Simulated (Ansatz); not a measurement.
Species: H4O4Si, SMILES `O[Si](O)(O)O` (charge 0, multiplicity 1).

Problem. Give a relaxed geometry from B3LYP-D3(BJ)/def2-SVP in Ansatz (a quantum-chemistry and plane-wave program).

Solution. Several could match; the one computed here: the end point of this relaxation, one of several conformers (outside a Z-matrix the atoms follow the SMILES, hydrogens last).
Cartesian coordinates (Å) in one orientation:
```xyz
9

O      1.331    -0.974    -0.104
Si     0.000     0.000     0.000
O     -1.289    -0.928    -0.457
O     -0.032     0.576     1.548
O     -0.010     1.325    -0.987
H      2.086    -0.700     0.430
H     -1.232    -1.861    -0.220
H     -0.530     1.392     1.676
H     -0.324     1.169    -1.886
```
